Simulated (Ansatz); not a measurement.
A run for Ansatz (a first-principles code): U-CCSD(T)/cc-pVTZ on GaAs, 2S+1 = 3, a point of a bond scan (R = 2.119 Å). The run froze 28 orbitals, filled d shells among them.

Ansatz 0.2 input:
```yaml
crystal:
  periodic: [false, false, false]
  atoms:
    - {symbol: Ga, position_ang: [-0.00000000, -0.00000000, -1.21392672]}
    - {symbol: As, position_ang: [0.00000000, 0.00000000, 0.90492719]}
basis:
  gaussian:
    orbitals: cc-pVTZ
magnetization: {spin_polarized: true, initial_magnetization: 2}
correlation: {method: ccsd_t, electrons: outside_noble_gas}
scf: {omitted_lower_state_checks: [cluster_reference]}
```

Output:

```
WARN ansatz: RAYON_NUM_THREADS=1 ignored (pool sized by the plan → 1); use --threads N
Functional definition: HF
these checks for a lower state are left out or cut short: cluster_reference
integrals: 0.11 GiB planned
576 factors; integrals over basis functions are off by at most 9.2e-4 eV
mean field: 0.37 GiB planned
mean field evaluation 1: about -113130.4943 eV, gradient 8.0e0 eV
mean field evaluation 2: about -113130.5148 eV, gradient 8.0e0 eV
mean field evaluation 4: about -113131.2036 eV, gradient 1.5e0 eV
mean field evaluation 8: about -113131.2461 eV, gradient 2.6e-1 eV
mean field evaluation 16: about -113131.2511 eV, gradient 3.8e-6 eV
mean field evaluation 32: about -113130.9714 eV, gradient 9.2e-2 eV
mean field evaluation 64: about -113131.2478 eV, gradient 4.1e-1 eV
mean field evaluation 96: about -113130.9498 eV, gradient 9.4e-1 eV
mean field evaluation 128: about -113131.2511 eV, gradient 3.8e-6 eV
mean field -113131.25113773 eV, -4157.4967961953 hartree, gradient 3.8e-6 eV, S^2 2.031037; 11 other end points of the search recorded, 0 dependent functions left out
28 core orbitals not correlated
reference -113131.25113773 eV, -4157.4967961953 hartree; 5, 3 occupied and 53, 55 virtual orbitals, 576 factors
second order -4.01503432 eV of doubles, -0.00000000 eV of singles
coupled cluster: 0.18 GiB planned
cycle   1  -4.41440526 eV  change   -4.0e-1 eV  update   7.4e-2
cycle   2  -4.59225373 eV  change   -1.8e-1 eV  update   2.9e-2
cycle   3  -4.63277895 eV  change   -4.1e-2 eV  update   1.6e-2
cycle   4  -4.63180426 eV  change    9.7e-4 eV  update   5.6e-3
cycle   5  -4.63180009 eV  change    4.2e-6 eV  update   2.1e-3
cycle   6  -4.63174054 eV  change    6.0e-5 eV  update   9.0e-4
cycle   7  -4.63196016 eV  change   -2.2e-4 eV  update   4.1e-4
cycle   8  -4.63195461 eV  change    5.6e-6 eV  update   1.7e-4
cycle   9  -4.63192266 eV  change    3.2e-5 eV  update   6.3e-5
cycle  10  -4.63193387 eV  change   -1.1e-5 eV  update   2.4e-5
cycle  11  -4.63193498 eV  change   -1.1e-6 eV  update   1.1e-5
cycle  12  -4.63193300 eV  change    2.0e-6 eV  update   4.6e-6
perturbative correction -0.26533273 eV, -0.0097507981 hartree
Total energy: -113136.14840346 eV, -4157.6767673916 hartree
Checks for a lower state left out: cluster_reference
```

Self-consistency was reached.

Cost: very roughly 10 core-seconds.
